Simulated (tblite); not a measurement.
Problem. Write Cartesian coordinates for InChI=1S/C7H13NSi2/c1-2-3-7-4-5-10(6-7)8-9/h2,4-6,8,10H,1,3H2,9H3/t10-/m0/s1 as optimised with GFN2-xTB.

Solution. 
```
atom  x, y, z in Å
C1     3.7766    1.4259    0.3800
C2     2.8516    0.6634    0.9311
C3     2.4740   -0.7039    0.4453
C4     1.0599   -0.6783   -0.0643
C5    -0.0004   -1.2305    0.5391
Si6   -1.5486   -0.9109   -0.4835
N7    -2.7466   -0.0331    0.4097
Si8   -4.3798    0.3122   -0.0487
C9    -0.4956    0.0704   -1.7092
C10    0.7768    0.0471   -1.3043
H11    4.3553    1.0948   -0.4675
H12    4.0050    2.4093    0.7548
H13    2.2794    1.0192    1.7784
H14    2.5535   -1.4193    1.2680
H15    3.1510   -1.0104   -0.3562
H16    0.0932   -1.7925    1.4534
H17   -2.1844   -2.0899   -1.0689
H18   -2.3722    0.5621    1.1313
H19   -4.9970   -0.9628   -0.4063
H20   -4.4589    1.2331   -1.1890
H21   -4.9938    0.9167    1.1341
H22   -0.7989    0.5772   -2.6103
H23    1.5952    0.5271   -1.8240
```

Orientation and origin are arbitrary. Atoms count from 1 in this order. Si6 (SiH silicon) has angles from 89.0° to 117.1°. N7 (nitrogen bridging silicon atoms) is almost planar (angles 128.1°, 115.0° and 114.3°, sum 357.4°, 0.13 Å off the plane of its three neighbours). The 6 C–C bonds span 1.319 Å (C1=C2, drawn double) to 1.503 Å (C3–C4, drawn single), a spread of 0.184 Å. The 5-membered ring C4–C5–Si6–C9–C10 has internal angles of 89.0° to 116.7°; it is planar, 0.01 Å rms from its mean plane, widest ring torsion 2°.

Bonds between heavy atoms (Å): C1=C2 1.319, C2–C3 1.499, C3–C4 1.503, C4=C5 1.339, C5–Si6 1.883, Si6–N7 1.733, N7–Si8 1.731, Si6–C9 1.891, C9=C10 1.335, C4–C10 1.464.

Structure optimised with GFN2-xTB, isolated species.

Point group: C1 (no symmetry element, even within 0.4 Å). Its GFN2-xTB frequencies are all real (lowest 23 cm⁻¹). One conformer, not necessarily the lowest (C1–C2–C3–C4 -114°, C2–C3–C4–C5 -108°, C5–Si6–N7–Si8 -172°).

On Arm Neoverse N1, one thread, no GPU (shared host), this took 1.9 s. This is the geometry optimisation.

The numbers are calculated, not measured.
